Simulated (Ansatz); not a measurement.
Cost and result up the ladder for Tl₆ (6 atoms). The state is a singlet with charge 0. Geometry: PBE-D4/def2-SVP.

Cartesian coordinates in Å:
```
Tl 2.2143 -0.8010 1.7424
Tl 0.6767 2.6988 -0.4234
Tl -3.3596 0.9984 0.4633
Tl -0.4633 0.2179 0.9752
Tl -0.8251 -0.8897 -1.7799
Tl 1.7569 -2.2245 -0.9775
```

Ansatz on 4 threads of Arm Neoverse V1 on a shared host. Times are rough, and most runs start from the orbitals of an earlier one. No level here is sound enough to serve as a yardstick. Binding counts from free atoms at the same level (Tl doublet; other spins of the atoms weren't run), without zero-point energy or a counterpoise term.

In the def2 sets Tl takes a core potential; there is no spin–orbit coupling. B3LYP takes the VWN-RPA correlation. HSE06 is defined as in plane-wave codes, on full-range PBE exchange. Correlated methods freeze 24 core orbitals; core or outer-core shells of Tl are correlated, in sets that lack core-valence functions. The rows differ in basis, and correlated rows in double-zeta sets carry the largest basis error. Another isomer (singlet) lies 0.48 eV lower at PBE0-D4/def2-TZVP; other spin states weren't run for this one.

Correlated methods converge slowly with the basis, most of all in double-zeta sets.

```
                         level  functions  binding energy per atom (eV)                                    remarks
          r2SCAN0-D4/def2-TZVP        300                          1.15              restricted SCF unstable in HF
            HSE06-D4/def2-TZVP        300                          1.26              restricted SCF unstable in HF
              PBE0-D4/def2-SVP        156                          1.22              restricted SCF unstable in HF
            B3LYP-D4/def2-TZVP        300                          1.21              restricted SCF unstable in HF
               PBE-D4/def2-SVP        156                          1.35              restricted SCF unstable in HF
                 MP2/def2-TZVP        300                          1.50                    restricted SCF unstable
              CCSD(T)/def2-SVP        156                          1.11  large T1 (0.020), restricted SCF unstable
             PBE0-D4/def2-TZVP        300                          1.24              restricted SCF unstable in HF
           r2SCAN-D4/def2-TZVP        300                          1.24              restricted SCF unstable in HF
PBE-D4/def2-TZVP (with forces)        300                          1.36              restricted SCF unstable in HF
```

(1) Estimate how long each takes.

Answers

(1) PBE-D4/def2-SVP 3.2 s; PBE0-D4/def2-SVP 6.5 s; PBE-D4/def2-TZVP (with forces) 10 s; r2SCAN-D4/def2-TZVP 17 s; HSE06-D4/def2-TZVP 18 s; B3LYP-D4/def2-TZVP 18 s; PBE0-D4/def2-TZVP 25 s; r2SCAN0-D4/def2-TZVP 28 s; MP2/def2-TZVP 33 s; CCSD(T)/def2-SVP 2.9 min. On shared hardware such times vary by a factor of up to 3.
